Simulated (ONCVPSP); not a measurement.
## Potentials for fluorine (F) compared

Generated with ld1.x 7.5 (TM, RRKJ, ultrasoft, PAW), atompaw 4.2 or ONCVPSP 4.0.1. The cutoff is in Ry: for ld1.x and atompaw files where the sum of valence levels is converged to 10 mRy in a Bessel basis, for ONCV files where the hardest occupied wave has 1 mHa per electron of residual kinetic energy. The error is the largest all-electron minus pseudo excitation energy over each file’s own four to seven test configurations (ionisations up to +4, promotions, holes and added fractions of an electron), all of which were solved. The labels leave out finer settings (local radius, basis sizes, second energies), which also bear on the numbers. Spin-polarised tests are not counted. The rows are a selection from randomly drawn settings: files with unsolved tests, undetermined cutoffs or missed reference levels are left out.

```csv
potential,cutoff (Ry),largest error (meV),bound ghosts
"ONCV, LDA (Perdew-Wang 92), non-relativistic, rc 0.75/1.05 (sp), local smoothed, core correction yes, reference 2s2 2p5, qcut 10.5/16.3, projectors 2/2",138,+140,none
"ONCV, LDA (Perdew-Wang 92), scalar-relativistic, rc 0.80/1.75 (sp), local smoothed, core correction no, reference 2s2 2p5, qcut 9.1/6.9, projectors 2/2",100,+7592,none
"ONCV, PBE, scalar-relativistic, rc 0.80/1.25/1.10 (spd), local smoothed, core correction no, reference 2s2 2p5, qcut 6.5/14.1/9.3, projectors 2/2/1",463,+378,none
"ONCV, PBEsol, scalar-relativistic, rc 0.70/1.50/1.25 (spd), local smoothed, core correction yes, reference 2s2 2p5, qcut 8.9/11.4/8.1, projectors 2/1/2",178,+737,none
"ONCV, LDA (Perdew-Zunger), scalar-relativistic, rc 0.70/1.80 (sp), local smoothed, core correction yes, reference 2s2 2p5, qcut 8/9.5, projectors 2/1",415,+1769,none
"ONCV, LDA (Perdew-Zunger), scalar-relativistic, rc 0.75/0.85 (sp), local smoothed, core correction no, reference 2s2 2p5, qcut 8.1/11, projectors 2/2",321,+476,none
```

Fill in the row for F: ONCV, PBEsol, fully relativistic, rc 0.85/1.00/0.80 (spd), local smoothed, core correction yes, reference 2s2 2p5, qcut 7.3/14.8/14.3, projectors 2/3/2.

cutoff 348 Ry, largest error +190 meV, bound ghosts: none.

Fill in the row for F: ONCV, PBE, fully relativistic, rc 0.55/1.35/1.50 (spd), local s, core correction yes, reference 2s1.5 2p5.5, qcut 13.1/10.6/6, projectors 0/2/2.

cutoff 117 Ry, largest error +318 meV, bound ghosts: none.

Fill in the row for F: ONCV, LDA (Perdew-Zunger), scalar-relativistic, rc 0.60/1.55 (sp), local smoothed, core correction yes, reference 2s2 2p5, qcut 9.7/10.9, projectors 2/2.

cutoff 112 Ry, largest error +1067 meV, bound ghosts: none.
